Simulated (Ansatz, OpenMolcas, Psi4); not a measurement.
## How basis sets differ on CH5BFN (SMILES CB(N)F)

CH5BFN has 9 atoms, charge 0, and is taken as a singlet. As SMILES, `CB(N)F`. The coordinates come from a PBE0-D4/def2-TZVP relaxation.

Quantity: the HOMO–LUMO gap, in eV. The values are calculated.

| level | kind | program | value (eV) | CPU time |
| --- | --- | --- | --- | --- |
| HF/ANO-R0 (sfX2C) | Hartree–Fock | OpenMolcas | 17.43 | 1.8 s |
| HF/STO-3G | Hartree–Fock | OpenMolcas | 19.39 | 1.8 s |
| HF/3-21G | Hartree–Fock | Ansatz | 17.75 | 0.48 s |
| HF/cc-pVDZ | Hartree–Fock | OpenMolcas | 16.54 | 5.7 s |
| HF/def2-SVP (density fitting) | Hartree–Fock | Psi4 | 16.37 | 1.2 s |

The values span 16.37 to 19.39 eV. A Hartree–Fock LUMO above zero doesn't converge with the basis: it sinks as sets grow more diffuse. Orbital gaps aren't excitation energies. Times are those of the runs behind each value, whatever else they computed, on shared processors of several kinds: orders of magnitude only.
